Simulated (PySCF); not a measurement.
BF, charge +1, doublet, at a GFN2-xTB geometry (the spin is typed, not shown lowest); MP2/cc-pVTZ (PySCF).

Input for PySCF:
```python
from pyscf import gto, scf, mp

mol = gto.Mole()
mol.atom = '''
    B    -0.00000000   -0.00000000   -0.77004248
    F     0.00000000    0.00000000    0.42780138
'''
mol.basis = 'cc-pvtz'
mol.charge = 1
mol.spin = 1
mol.verbose = 4
mol.build()

mf = scf.UHF(mol)
mf.kernel()

pt = mp.MP2(mf, frozen=2)
pt.kernel()
print('E(MP2) = %.10f' % pt.e_tot)
```

**Question.** What does PySCF print? Leave out banner, timings and long lists.

**Answer.** 
```
PySCF version 2.14.0

[INPUT] verbose = 4
[INPUT] num. atoms = 2
[INPUT] num. electrons = 13
[INPUT] charge = 1
[INPUT] spin (= nelec alpha-beta = 2S) = 1
[INPUT] symmetry False subgroup None
[INPUT] Mole.unit = angstrom
[INPUT] Symbol           X                Y                Z      unit          X                Y                Z       unit  Magmom
[INPUT]  1 B      0.000000000000   0.000000000000  -0.770042480000 AA    0.000000000000   0.000000000000  -1.455169391481 Bohr   0.0
[INPUT]  2 F      0.000000000000   0.000000000000   0.427801380000 AA    0.000000000000   0.000000000000   0.808427443911 Bohr   0.0

nuclear repulsion = 19.8798652199962
number of shells = 18
number of NR pGTOs = 84
number of NR cGTOs = 60
basis = cc-pvtz
ecp = {}

******** <class 'pyscf.scf.uhf.UHF'> ********
method = UHF
initial guess = minao
damping factor = 0
level_shift factor = 0
DIIS = <class 'pyscf.scf.diis.CDIIS'>
diis_start_cycle = 1
diis_space = 8
diis_damp = 0
SCF conv_tol = 1e-09
SCF conv_tol_grad = None
SCF max_cycles = 50
direct_scf = True
direct_scf_tol = 1e-13
number electrons alpha = 7  beta = 6
Set gradient conv threshold to 3.16228e-05
init E= -124.304323037072

cycle= 1 E= -123.704024909567  delta_E=  0.6  |g|= 0.356  |ddm|= 0.897
cycle= 2 E= -123.782734432458  delta_E= -0.0787  |g|= 0.166  |ddm|= 0.423
cycle= 3 E= -123.793019142012  delta_E= -0.0103  |g|= 0.0588  |ddm|= 0.0889
cycle= 4 E= -123.795210612943  delta_E= -0.00219  |g|= 0.0178  |ddm|= 0.0531
cycle= 5 E= -123.795632837388  delta_E= -0.000422  |g|= 0.00667  |ddm|= 0.0259
cycle= 6 E= -123.795690801506  delta_E= -5.8e-05  |g|= 0.0028  |ddm|= 0.0078
cycle= 7 E= -123.79570295653  delta_E= -1.22e-05  |g|= 0.000886  |ddm|= 0.0039
cycle= 8 E= -123.795704491784  delta_E= -1.54e-06  |g|= 0.000301  |ddm|= 0.00135
cycle= 9 E= -123.795704668121  delta_E= -1.76e-07  |g|= 4.38e-05  |ddm|= 0.000526
cycle= 10 E= -123.795704670389  delta_E= -2.27e-09  |g|= 5.55e-06  |ddm|= 7.32e-05
cycle= 11 E= -123.795704670414  delta_E= -2.46e-11  |g|= 1e-06  |ddm|= 6.67e-06
Extra cycle  E= -123.795704670414  delta_E= -3.69e-13  |g|= 4.71e-07  |ddm|= 8.69e-07
converged SCF energy = -123.795704670414  <S^2> = 0.75348992  2S+1 = 2.0034869

******** <class 'pyscf.mp.ump2.UMP2'> ********
nocc = (np.int64(5), np.int64(4)), nmo = (58, 58)
frozen orbitals 2
E(UMP2) = -124.084986732851  E_corr = -0.28928206243681
E(SCS-UMP2) = -124.075846399186  E_corr = -0.280141728771254
E_corr(same-spin) = -0.0773039378687511
E_corr(oppo-spin) = -0.211978124568059
E(MP2) = -124.0849867329
```
